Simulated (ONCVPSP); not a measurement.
**Scattering properties, ONCV potential for chlorine (Cl)**

```json
{
 "Element": "Cl (Z = 17)",
 "Generator": "ONCVPSP 4.0.1",
 "Type": "optimised norm-conserving Vanderbilt (ONCV)",
 "Functional": "PBEsol",
 "Relativity": "scalar-relativistic",
 "Frozen core": "[Ne]",
 "Valence charge": "7",
 "Reference configuration": "3s2 3p5",
 "Partial waves": "3s: rc 1.25 bohr, ncon 4, nbas 8, qcut 4.9 1/bohr, 2 projectors, debl 2 Ha; 3p: rc 1.55 bohr, ncon 3, nbas 8, qcut 4.4 1/bohr, 1 projector",
 "Local potential": "polynomial inside 1.00 bohr (lpopt 3, dvloc0 0 Ha)",
 "Core correction": "Teter function, fcfact 4.5, rcfact 1.3"
}
```

The phase is arctan(r·R′/R) of the radial function R(r), unwrapped; energies in Ha, scanned from -2 to 5 Ha. A pole is an energy at which the radial function vanishes at the test radius. The pseudo phase is shifted by a multiple of π to meet the all-electron one at the reference energy, and phase errors are pseudo minus all-electron; the curves can meet again beyond the range given. Levels narrower than the energy grid can be missing from the lists of poles.

```
channel  radius (bohr)  reference energy (Ha)  poles, all-electron  poles, pseudo  unbroken range about the reference energy with phases within 0.05 rad  phase error 1 Ha above the reference energy (rad)
      s           1.27                  -0.76                 3.89           3.83                                                        the whole range                                             -0.000
      p           1.57                  -0.31                 1.83           1.68                                                              below 2.5                                             -0.006
```

Phases in the s channel:

| E (Ha) | all-electron | pseudo |
| --- | --- | --- |
| -1.98 | 0.219 | 0.218 |
| -1.62 | -0.087 | -0.088 |
| -1.26 | -0.403 | -0.404 |
| -0.90 | -0.676 | -0.676 |
| -0.54 | -0.884 | -0.884 |
| -0.18 | -1.038 | -1.038 |
| 0.18 | -1.151 | -1.151 |
| 0.54 | -1.236 | -1.236 |
| 0.90 | -1.303 | -1.303 |
| 1.26 | -1.356 | -1.356 |
| 1.62 | -1.399 | -1.400 |
| 1.98 | -1.436 | -1.436 |
| 2.34 | -1.468 | -1.468 |
| 2.70 | -1.496 | -1.496 |
| 3.06 | -1.521 | -1.522 |
| 3.42 | -1.543 | -1.545 |
| 3.78 | -1.565 | -1.568 |
| 4.14 | -1.585 | -1.590 |
| 4.50 | -1.604 | -1.612 |
| 4.86 | -1.623 | -1.637 |
